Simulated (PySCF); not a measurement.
# Calculated properties of `CCC(C)(C)P=C(C)C`

Species: C₈H₁₇P.
SMILES with atom numbers: `[CH3:1][CH2:2][C:3]([CH3:4])([CH3:5])[P:6]=[C:7]([CH3:8])[CH3:9]` (hydrogens: H10, H11, H12 on C1; H13, H14 on C2; H15, H16, H17 on C4; H18, H19, H20 on C5; H21, H22, H23 on C8; H24, H25, H26 on C9)

From GFN2-xTB geometry:

```
Point group of the GFN2-xTB geometry                  : C1
Rotational constants A, B, C of the GFN2-xTB geometry : 1.879, 0.899, 0.868 GHz
```

PBE0/pcSseg-1 ground state and GIAO shieldings, non-relativistic (PySCF):

```
Dipole moment                                               : 1.69 D
HOMO energy                                                 : -6.58 eV
LUMO energy                                                 : -1.12 eV
HOMO–LUMO gap                                               : 5.46 eV
Lowest Hirshfeld atomic charge                              : -0.13 e on C4
Highest Hirshfeld atomic charge                             : +0.08 e on P6
13C chemical shifts (computed TMS as zero) by class         : 208.3 (C7), 43.6 (C3), 38.1 (C2), 33.9 (C8), 30.2 (C4/C5), 29.0 (C9), 13.7 (C1) ppm
1H chemical shifts (computed TMS as zero) by class          : 2.56 (H24/H25/H26), 2.36 (H21/H22/H23), 1.76 (H13/H14), 1.28 (H15/H16/H17/H18/H19/H20), 1.14 (H10/H11/H12) ppm
Isotropic shieldings of nuclei other than C and H, by class : 15 (P6) ppm
Mayer bond orders between heavy atoms                       : C1–C2 1.06, C2–C3 0.97, C3–C4 1.00, C3–C5 1.01, C3–P6 0.89, P6–C7 1.76, C7–C8 1.06, C7–C9 1.02
```

Monoisotopic mass (most abundant isotopes): 144.1068 u.

A dipole of 1.69 D is allowed in C1, and pure rotational transitions are dipole-allowed. In atomic units the dipole is 0.67 e·bohr (1 au = 2.5417 D). The rotational constants make it an asymmetric top with κ = (2B − A − C)/(A − C) = -0.94, nearer the prolate limit (−1). With B = h/(8π²I), that is 505.379 GHz u Å² over I, the principal moments of inertia are 269.0, 562.0 and 582.4 u Å² (most abundant isotopes).

The structure is a single GFN2-xTB conformer in the gas phase; no vibrational or solvent corrections. NMR classes are plain means over equivalent atoms (diastereotopic ones count apart unless rotation or inversion swaps them), as if these changed places fast; in this geometry the members of some classes differ.

The values belong to the conformer `[CH3:1][CH2:2][C:3]([CH3:4])([CH3:5])[P:6]=[C:7]([CH3:8])[CH3:9]`: C1–C2–C3–C4 59°, C2–C3–P6–C7 -61°.
